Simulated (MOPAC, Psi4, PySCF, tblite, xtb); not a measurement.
Dimer C3H9Al ··· H4O4Si (SMILES [CH3][Al]([CH3])[CH3] and O[Si](O)(O)O), singlet at R = 3.47 Å between the centres of mass, closest contact 2.01 Å (lowest of the rigid-body minima from ten starts at GFN2-xTB). Geometry in Å and degrees:

```
O
H 1 0.9604
Si 1 1.6354 2 117.22
O 3 1.6354 1 106.46 2 160.30
H 4 0.9604 3 117.26 1 -36.69
O 3 1.6354 1 106.38 2 36.30
H 6 0.9604 3 117.25 1 -160.86
O 3 1.6354 1 115.76 2 -81.72
H 8 0.9604 3 117.21 1 -81.93
Al 1 2.1698 2 107.93 3 160.89
C 10 1.9664 1 92.53 2 138.85
H 11 1.1023 10 113.81 1 -88.24
H 11 1.1056 12 107.59 10 123.29
H 11 1.1056 12 107.57 13 113.47
C 10 1.9664 11 120.00 12 179.85
H 15 1.1023 10 113.81 11 -0.19
H 15 1.1056 16 107.59 5 -177.50
H 15 1.1056 16 107.58 17 113.47
C 10 1.9664 11 120.00 12 -0.16
H 19 1.1023 10 113.81 11 -179.75
H 19 1.1056 20 107.59 10 -123.29
H 19 1.1056 20 107.57 21 -113.47
```

- GFN2-xTB (tblite)
- SAPT0/jun-cc-pVDZ, frozen core (Psi4)
- PM3, restricted, heats of formation (MOPAC)
- PM7, restricted, heats of formation (MOPAC)
- GFN1-xTB (xtb)
- RKS-B3LYP/6-31G* = restricted B3LYP/6-31G*, spherical d, no counterpoise correction (PySCF 2.14.0)
- RKS-BP86/6-31G* = restricted BP86/6-31G*, spherical d, no counterpoise correction (PySCF 2.14.0)
- RHF/LANL2DZ = restricted Hartree-Fock/LANL2DZ, with its core potentials past Ne, no counterpoise correction run with PySCF 2.14.0
- RKS-M06-2X/6-31G* = restricted M06-2X/6-31G*, spherical d, no counterpoise correction (PySCF)

Q: What interaction energy does each level give?

A: 
```json
[
 {"method": "GFN1-xTB", "E_int / kcal/mol": "-20.84"},
 {"method": "GFN2-xTB", "E_int / kcal/mol": "-19.69"},
 {"method": "RKS-M06-2X/6-31G*", "E_int / kcal/mol": "-17.50"},
 {"method": "PM3", "E_int / kcal/mol": "-14.60"},
 {"method": "SAPT0/jun-cc-pVDZ", "E_int / kcal/mol": "-11.13"},
 {"method": "RHF/LANL2DZ", "E_int / kcal/mol": "-10.24"},
 {"method": "RKS-B3LYP/6-31G*", "E_int / kcal/mol": "-9.45"},
 {"method": "RKS-BP86/6-31G*", "E_int / kcal/mol": "-8.75"},
 {"method": "PM7", "E_int / kcal/mol": "-3.76"}
]
```
